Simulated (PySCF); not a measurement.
**Si5H12N(+)**

Si5H12N(+) is a small molecule (built as: end group NH3+), charge +1, singlet. The structure, one conformer, was relaxed in the gas phase by PBE0-D3(BJ)/def2-SVP. No frequency run checks that it is a minimum.

SMILES: [NH3+][SiH]1[SiH2][SiH2][SiH2][SiH2]1

```xyz
18

Si   -0.084    1.761   -1.166
Si    1.742    1.281    0.252
Si    1.793   -1.077    0.517
Si    0.055   -1.943   -0.824
Si   -1.425   -0.119   -0.724
N    -1.829    0.034    1.173
H     0.263    1.628   -2.611
H    -0.794    3.040   -0.872
H     1.405    1.869    1.589
H     3.015    1.854   -0.266
H     3.112   -1.694    0.206
H     1.401   -1.364    1.937
H    -0.569   -3.202   -0.325
H     0.434   -2.032   -2.265
H    -2.816   -0.219   -1.245
H    -2.390    0.868    1.385
H    -2.358   -0.775    1.521
H    -0.977    0.096    1.744
```
Atom numbers follow the order of the file, from 1.

Shieldings: GIAO PBE0/pcSseg-1. Shifts are against computed references at the same level: H TMS (σ 31.27 ppm), Si TMS (σ 352.0 ppm). Core levels by delta-SCF with SCAN, pcX-2 on the ionised atom and pcseg-1 elsewhere, spin-free X2C (2p3/2 is the spin-free 2p value less a third of a first-order spin-orbit splitting); from the vacuum level, for chosen atoms.

(1) Give the shieldings and core levels atom by atom.

(2) Which of Si1, Si2, Si4, Si5 holds its core electrons tightest, and by how much against the loosest?

(3) By CAM-B3LYP/def2-SVPD (TDDFT singlets, Tamm-Dancoff triplets, ionisation by delta-SCF), where does absorption start, and what does vertical ionisation take?

Results:

(1) 
```csv
atoms,bonded to,σ (ppm),δ (ppm),core level (eV)
Si1,2 Si + 2 H,463.3,-111.3,2p3/2 110.02
Si2,2 Si + 2 H,472.4,-120.5,2p3/2 109.77
Si3,2 Si + 2 H,472.0,-120.0,-
Si4,2 Si + 2 H,463.0,-111.0,2p3/2 110.00
Si5,1 N + 2 Si + 1 H,317.4,34.6,2p3/2 111.18
N6,1 Si + 3 H,234.9,-,1s 412.87
H7,1 Si,27.19,4.07,-
H8,1 Si,27.13,4.13,-
H9,1 Si,27.47,3.80,-
H10,1 Si,26.86,4.41,-
H11,1 Si,26.84,4.43,-
H12,1 Si,27.55,3.72,-
H13,1 Si,27.13,4.14,-
H14,1 Si,27.21,4.06,-
H15,1 Si,25.25,6.02,-
H16 H17 H18,1 N,28.23,3.03,-
```

Values are those of this one static structure, with the three H of a rotating XH3 group averaged; atoms that internal rotation interchanges would show their mean in an NMR spectrum.

(2) Si5 (bonded to 1 N + 2 Si + 1 H), by 1.41 eV over Si2 (bonded to 2 Si + 2 H).

(3) The lowest singlet lies at 5.05 eV (f 0.011), the strongest of the first 6 at 6.24 eV (f 0.027), the lowest triplet at 4.61 eV; vertical ionisation takes 13.30 eV.
